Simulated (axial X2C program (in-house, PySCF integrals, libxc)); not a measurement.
Which molecule has these constants?

All values come from calculations with an in-house all-electron X2C program for linear molecules (integrals from PySCF), spin-free (one-electron X2C) or two-component (2c: spin–orbit coupling with atomic mean-field Coulomb and Gaunt terms, which also bring small scalar terms), in Dyall basis sets with cores contracted in-house; open shells are unrestricted.

A two-component PBE0 calculation in a Dyall 3-zeta basis gave Re = 1.878 Å, ωe = 658.4 cm⁻¹, dipole magnitude 3.07 D, Ω = 3/2.

Which molecule is it?
A. ZrI
B. ZrCl
C. ZrF
D. ZrBr

C. The others have ZrBr 2.478 Å and 275.6 cm⁻¹ (Ω = 3/2); ZrI 2.726 Å and 213.5 cm⁻¹ (Ω = 3/2); ZrCl 2.328 Å and 388.1 cm⁻¹ (Ω = 3/2).

Each entry is the lowest single determinant of a limited PBE0 search at one distance. De goes to single-determinant-based atoms at the same level (for ions the charge split of lowest energy) and is withheld (n/a) where an atom does not fit its ground term or J level. Main or longest-lived isotopes. One determinant is a doubtful description, or other states lie close, for ZrF, ZrBr, ZrI, ZrCl; these need not be ground states, and all values refer to the states named. With several unpaired electrons the Ω given is that of one determinant, not necessarily of the lowest component. The functionals have no current term, which raises determinants with orbital currents.
